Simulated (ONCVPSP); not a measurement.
Reading a pseudo-wave (potassium (K))

Columns: radius, all-electron u(r) and pseudo u(r) of the 3p shell (level -20.30 eV) of potassium in the configuration [Ne] 3s2 3p6 3d1; PBE, scalar-relativistic, ONCV scheme, ONCVPSP 4.0.1.

| r (bohr) | all-electron | pseudo |
| --- | --- | --- |
| 0.200 | -0.4328 | 0.0727 |
| 0.400 | -0.1288 | 0.2638 |
| 0.600 | 0.3581 | 0.5035 |
| 0.800 | 0.6976 | 0.7160 |
| 1.000 | 0.8590 | 0.8463 |
| 1.200 | 0.8883 | 0.8827 |
| 1.400 | 0.8398 | 0.8396 |
| 1.600 | 0.7534 | 0.7534 |
| 1.800 | 0.6540 | 0.6540 |
| 2.000 | 0.5554 | 0.5554 |
| 2.200 | 0.4646 | 0.4645 |
| 2.400 | 0.3845 | 0.3844 |
| 2.600 | 0.3157 | 0.3157 |
| 2.800 | 0.2577 | 0.2577 |
| 3.000 | 0.2095 | 0.2094 |
| 3.200 | 0.1696 | 0.1696 |
| 3.400 | 0.1369 | 0.1368 |
| 3.600 | 0.1101 | 0.1101 |
| 3.800 | 0.0884 | 0.0884 |
| 4.000 | 0.0707 | 0.0707 |
| 4.200 | 0.0565 | 0.0565 |
| 4.400 | 0.0450 | 0.0450 |
| 4.600 | 0.0358 | 0.0358 |
| 4.800 | 0.0285 | 0.0285 |
| 5.000 | 0.0227 | 0.0227 |
| 5.200 | 0.0181 | 0.0181 |

Q: How many radial nodes do the two functions have?

A: The all-electron 3p function has n − l − 1 = 1; the pseudo-wave has 0, since the states of the same l below it are removed with the core.

Q: At about which radius was the pseudo-wave matched?

A: 1.50 bohr, where the columns begin to agree (steps of 0.20 bohr).

Q: Is the pseudo-wave norm-conserving?

A: Yes: the ONCV scheme keeps the norm inside the radius equal to the all-electron one, which fixes the energy derivative of the logarithmic derivative at the level.
